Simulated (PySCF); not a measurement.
NMR data simulated for an unnamed compound:

$^{1}$H NMR (400 MHz, computed): δ 7.12 (m, 4H).

$^{13}$C{$^{1}$H} NMR (computed): δ 165.8 (C, m), 121.8 (CH, m).

[PySCF 2.14.0 with density-fitted response routines: shieldings: GIAO PBE0/pcSseg-1; geometry from PBE0-D3(BJ)/def2-SVP; spin–spin couplings from B3LYP/pcJ-1 (spin–dipole term only in couplings to heteroatoms); relativity neglected; single conformer; fast rotation and ring inversion assumed for equivalent nuclei; isolated molecule]

Chemical shifts δ = σref − σ; $^{1}$H and $^{13}$C against TMS, all at this level.

Which of these does the molecule contain: a benzene ring, a three-membered ring, a C≡C triple bond, a Si–H bond?

## Answers


- A benzene ring: yes.
- A three-membered ring: no.
- A C≡C triple bond: no.
- A Si–H bond: no.

The data belong to SMILES C1(F)=CC=C(F)C=C1, C6H4F2; they needn't prove each group on their own.

Carbon signals by region: 1 in the far downfield region (above 160 ppm), 1 in the sp2 and nitrile region (100–160 ppm). Above 160 ppm: 165.8, aromatic carbon bearing fluorine.

C–F couplings over four or more bonds (about 3 Hz to the para carbon of a fluoroarene) are left out. Common functionals overestimate the size of one-bond C–F couplings by tens of Hz; these are unscaled. Multiplet labels drop couplings under 1 Hz and merge nearly equal ones. Couplings among chemically equivalent protons are left out too, so labels in AA′BB′ or AA′XX′ sets are apparent multiplicities. Shifts are as computed. Against solution values, carbons near 30 ppm lie about +2 ppm off and those near 130 ppm about +5 ppm. Of 1211 compounds with measured shifts, 218 miss one by over three times the rms of a fit or turn the order of signals round; such compounds aren't used in these exercises.
